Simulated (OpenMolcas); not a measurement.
Nd3+ in a point-charge field

Nd3+ among 12 point charges of -1 e arranged as a cuboctahedron (Oh), 2.51 Å from the ion.

| Quantity | Value |
| --- | --- |
| Program | OpenMolcas 26.06 |
| Method | CASSCF |
| Basis | ANO-RCC-VDZP [7s6p4d2f1g] |
| Scalar Hamiltonian | DKH2, point nucleus |
| Active space | 3 electrons in 7 orbitals (4f) |
| State averaging | 2S+1 = 4 odd, 35 roots; 2S+1 = 2 odd, 89 roots kept (CI in the orbitals of an earlier block) |
| Spin-orbit coupling | state interaction with AMFI integrals over the reference wave functions |

The lowest spin-free states (labels of O, the rotations of Oh), above the lowest:

```
State  Degeneracy  E (cm-1)  Free-ion L (%)
  4T2           3       0.0         I (100)
  4A1           1      46.4         I (100)
  4T1           3      51.8         I (100)
   4E           2      85.9         I (100)
  4T2           3     144.5         I (100)
  4A2           1     199.3         I (100)
  2T1           3     14436         H (100)
   2E           2     14443         H (100)
  2T2           3     14480         H (100)
  2T1           3     14487         H (100)
  4T2           3     14655         F (100)
  4A2           1     14664         F (100)
  4A1           1     14688         S (100)
  4T1           3     14730         F (100)
  2T2           3     19218         G (100)
   2E           2     19226         G (100)
  2T1           3     19232         G (100)
  2A1           1     19237         G (100)
  2T1           3     21730         K (100)
   2E           2     21745         K (100)
```

The lowest levels with spin-orbit coupling:

```json
{"E (cm-1)": "0.0", "Degeneracy": "4", "Label": "Γ8", "2S+1": "4", "J": "4.50", "|mJ| (%)": "7/2 (48)", "g": ""}
{"E (cm-1)": "26.4", "Degeneracy": "2", "Label": "Γ6", "2S+1": "4", "J": "4.50", "|mJ| (%)": "1/2 (58)", "g": "2.68 2.68 2.68"}
{"E (cm-1)": "80.9", "Degeneracy": "4", "Label": "Γ8", "2S+1": "4", "J": "4.50", "|mJ| (%)": "9/2 (31)", "g": ""}
{"E (cm-1)": "2010", "Degeneracy": "2", "Label": "Γ6", "2S+1": "4", "J": "5.50", "|mJ| (%)": "7/2 (73)", "g": "3.53 3.53 3.53"}
{"E (cm-1)": "2011", "Degeneracy": "4", "Label": "Γ8", "2S+1": "4", "J": "5.50", "|mJ| (%)": "9/2 (43)", "g": ""}
{"E (cm-1)": "2046", "Degeneracy": "4", "Label": "Γ8", "2S+1": "4", "J": "5.50", "|mJ| (%)": "1/2 (43)", "g": ""}
{"E (cm-1)": "2054", "Degeneracy": "2", "Label": "Γ7", "2S+1": "4", "J": "5.50", "|mJ| (%)": "3/2 (46)", "g": "3.58 3.58 3.58"}
{"E (cm-1)": "4158", "Degeneracy": "2", "Label": "Γ7", "2S+1": "4", "J": "6.50", "|mJ| (%)": "11/2 (44)", "g": "4.63 4.63 4.63"}
{"E (cm-1)": "4162", "Degeneracy": "2", "Label": "Γ6", "2S+1": "4", "J": "6.50", "|mJ| (%)": "9/2 (69)", "g": "5.53 5.53 5.53"}
{"E (cm-1)": "4167", "Degeneracy": "4", "Label": "Γ8", "2S+1": "4", "J": "6.50", "|mJ| (%)": "7/2 (27)", "g": ""}
{"E (cm-1)": "4205", "Degeneracy": "4", "Label": "Γ8", "2S+1": "4", "J": "6.50", "|mJ| (%)": "1/2 (36)", "g": ""}
{"E (cm-1)": "4222", "Degeneracy": "2", "Label": "Γ7", "2S+1": "4", "J": "6.50", "|mJ| (%)": "5/2 (37)", "g": "5.43 5.43 5.43"}
{"E (cm-1)": "6389", "Degeneracy": "2", "Label": "Γ7", "2S+1": "4", "J": "7.50", "|mJ| (%)": "13/2 (40)", "g": "6.77 6.77 6.77"}
{"E (cm-1)": "6415", "Degeneracy": "4", "Label": "Γ8", "2S+1": "4", "J": "7.50", "|mJ| (%)": "11/2 (38)", "g": ""}
{"E (cm-1)": "6442", "Degeneracy": "4", "Label": "Γ8", "2S+1": "4", "J": "7.50", "|mJ| (%)": "9/2 (45)", "g": ""}
{"E (cm-1)": "6479", "Degeneracy": "2", "Label": "Γ6", "2S+1": "4", "J": "7.50", "|mJ| (%)": "1/2 (52)", "g": "5.99 5.99 5.99"}
{"E (cm-1)": "6522", "Degeneracy": "4", "Label": "Γ8", "2S+1": "4", "J": "7.50", "|mJ| (%)": "15/2 (28)", "g": ""}
{"E (cm-1)": "15862", "Degeneracy": "4", "Label": "Γ8", "2S+1": "2 (88 %)", "J": "4.40", "|mJ| (%)": "5/2 (41)", "g": ""}
{"E (cm-1)": "15883", "Degeneracy": "4", "Label": "Γ8", "2S+1": "2", "J": "4.45", "|mJ| (%)": "3/2 (42)", "g": ""}
{"E (cm-1)": "15909", "Degeneracy": "4", "Label": "Γ8", "2S+1": "4 (90 %)", "J": "1.85", "|mJ| (%)": "3/2 (49)", "g": ""}
```

Powder χT (cm3 K/mol): 1.18 at 2 K, 1.27 at 10 K, 1.53 at 50 K, 1.62 at 100 K, 1.67 at 200 K, 1.7 at 300 K. The effective moment at 300 K is 2.828 √(χT) = 3.68 μB.

Hund's rules give f3 the level 4I9/2 with g = 0.727, so an isolated free-ion multiplet has χT = g² J(J+1) / 8 = 1.636 cm3 K/mol. The computed 1.695 at 300 K differs by +4 %, through the field's splitting, the mixing of terms and any other multiplet in reach.

Stevens parameters of the J = 9/2 multiplet, which is 81 cm-1 wide (cm-1, z along the main axis): B40 = 1.216e-02, B44 = 6.083e-02, B60 = 2.483e-04, B64 = -5.214e-03.

High states are left out of the spin-orbit mixing, which shifts the levels that they would mix with. Point charges carry no covalency, so the field is a model and not that of real ligands. The first state left out of the spin-orbit step lies near 49000 cm-1 above the lowest spin-free state of the reference (among the parities and spins computed), and the lists stop at four fifths of that energy or lower. No measured value stands beside these numbers.
